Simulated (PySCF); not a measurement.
# NaI⁺ at M06

Level: M06. basis Na def2-SVP, I def2-SVP with ECP28; scalar-relativistic core potentials; PySCF 2.14.

For NaI⁺, the state is ²Π (doublet), unpaired electrons π ↑. The bond length is 3.249 Å and the harmonic wavenumber is 114 cm⁻¹. The force constant is 0.149 mdyn/Å, the rotational constant Be is 0.08205 cm⁻¹ and the anharmonicity ωexe is 0.940 cm⁻¹. The vibration–rotation constant αe is 0.000931 cm⁻¹. The well depth De to Na⁺ + I is 0.43 eV and the dissociation energy D0 is 0.42 eV. The bond order (Mayer) is 0.28 and the dipole moment (positive dipole points towards I; it is taken about the centre of mass and depends on that origin) is -11.10 D.

Spin–orbit coupling is left out, which matters for elements this heavy, above all for dissociation energies. For an ion De counts to the pair picked by the measured ionisation energies or electron affinities, which need not be the lowest pair at this level. The state is the lowest determinant that a PBE0 search found; another state may lie lower at other levels.
